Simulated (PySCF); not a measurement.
This PySCF input (HF/def2-SVPD) gives -670.86818 Eh with 96 basis functions.

```python
import numpy as np, basis_set_exchange as bse
from pyscf import gto, scf, dft, df

basis = {'F': gto.basis.parse(bse.get_basis('def2-SVPD', elements=['F'], fmt='nwchem')), 'O': gto.basis.parse(bse.get_basis('def2-SVPD', elements=['O'], fmt='nwchem')), 'S': gto.basis.parse(bse.get_basis('def2-SVPD', elements=['S'], fmt='nwchem'))}
mol = gto.M(
    atom='''
    O     1.36185604   -0.14860171   -0.35687594
    S     0.16703457   -0.00768004    0.40478800
    F    -0.63440715    1.23198408   -0.22845242
    F    -0.87308190   -1.08624028   -0.17394763
    ''',
    basis=basis,
    charge=0,
    verbose=4,
    max_memory=7359,
)
mf = scf.RHF(mol)
mf = mf.density_fit(auxbasis=df.autoaux(mol))
mf.conv_tol = 1e-9
mf.max_cycle = 100
print('smallest overlap eigenvalue', np.linalg.eigvalsh(mol.intor('int1e_ovlp'))[0])
mf.kernel()
dip = mf.dip_moment()
```

Change:
```diff
- basis = {'F': gto.basis.parse(bse.get_basis('def2-SVPD', elements=['F'], fmt='nwchem')), 'O': gto.basis.parse(bse.get_basis('def2-SVPD', elements=['O'], fmt='nwchem')), 'S': gto.basis.parse(bse.get_basis('def2-SVPD', elements=['S'], fmt='nwchem'))}
+ basis = {'F': gto.basis.parse(bse.get_basis('6-311++G(3df,3pd)', elements=['F'], fmt='nwchem')), 'O': gto.basis.parse(bse.get_basis('6-311++G(3df,3pd)', elements=['O'], fmt='nwchem')), 'S': gto.basis.parse(bse.get_basis('6-311++G(3df,3pd)', elements=['S'], fmt='nwchem'))}
```

Task: What does the run give now?

Result: -671.34737 Eh (HF/6-311++G(3df,3pd), 164 functions), a change of -479.19 mEh.
